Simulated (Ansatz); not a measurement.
Geometry optimisation, RKS PBE-D4/6-31G* (Ansatz).

Input:

```yaml
crystal:
  periodic: [false, false, false]
  atoms:
    - { symbol: B, position_ang: [0.0, 0.0, 0.0] }
    - { symbol: H, position_ang: [0.0, 0.0, 1.54] }
    - { symbol: O, position_ang: [1.2211, 0.0, -0.705] }
    - { symbol: H, position_ang: [1.5209, -0.9519, -0.8599] }
    - { symbol: O, position_ang: [-1.2211, 0.0, -0.705] }
    - { symbol: H, position_ang: [-1.7308, -0.8467, -0.4965] }
    - { symbol: S, position_ang: [0.0982, 2.076, 0.6906] }
    - { symbol: H, position_ang: [0.6507, 2.1151, 1.9763] }
    - { symbol: H, position_ang: [0.0413, 0.8741, 1.6662] }
basis:
  gaussian: { orbitals: "6-31G*" }
hamiltonian:
  xc: pbe
  dispersion: d4
relax:
  f_tol: 0.15
  max_steps: 25
  restrain:
    - { distance: [0, 6], at: 3.09, k: 30.0 }
    - { distance: [8, 1], at: 1.86, k: 30.0 }
    - { distance: [0, 1], at: 1.19, k: 30.0 }
    - { distance: [8, 6], at: 1.4, k: 30.0 }
```

Command:

```bash
$ ansatz run input.yaml --threads 1 --pin off --max-ram 2048MiB --backend cpu --events-out ev --progress --plain --runs-dir out
```

Task: Where does it end, and by what steps?

Result: The forces met the threshold. The restraints hold the end off the free minimum; the threshold counts their pulls, which the force column leaves out. Restrained pairs: B1–S7 (2.19 → 3.10 Å), H2–H9 (0.88 → 1.87 Å), B1–H2 (1.54 → 1.20 Å), S7–H9 (1.55 → 1.38 Å). After 17 steps the energy has fallen by 3.828 eV (the restraints' own energy left out); H6 moved furthest, 1.28 Å.

```tsv
step	energy less start (eV)	largest force component (eV/Å)	accepted
0	0.0000	3.634	yes
1	-0.7108	1.753	yes
2	-1.1273	2.279	yes
3	-1.8909	2.334	yes
4	-2.8100	1.309	yes
5	-3.2709	1.211	yes
6	-3.4316	0.805	yes
7	-3.5895	0.847	yes
8	-3.7314	0.699	yes
9	-3.7606	0.679	yes
10	-3.7768	0.686	yes
11	-3.7822	0.679	yes
12	-3.7837	0.701	yes
13	-3.7995	0.758	yes
14	-3.8134	0.679	yes
15	-3.8175	0.669	yes
16	-3.8188	0.768	yes
17	-3.8283	0.622	yes
```

```xyz
9
Properties=species:S:1:pos:R:3
B 0.100 -0.512 -0.253
H 0.351 -0.596 0.918
O 0.992 -0.948 -1.200
H 1.793 -1.303 -0.775
O -1.083 -0.004 -0.716
H -1.640 0.322 0.017
S -0.230 2.237 1.148
H -0.058 2.966 2.284
H 0.355 1.105 1.683
```

The run took 42 s on 1 thread of Arm Neoverse V1, on a shared host, peak memory 0.14 GiB.
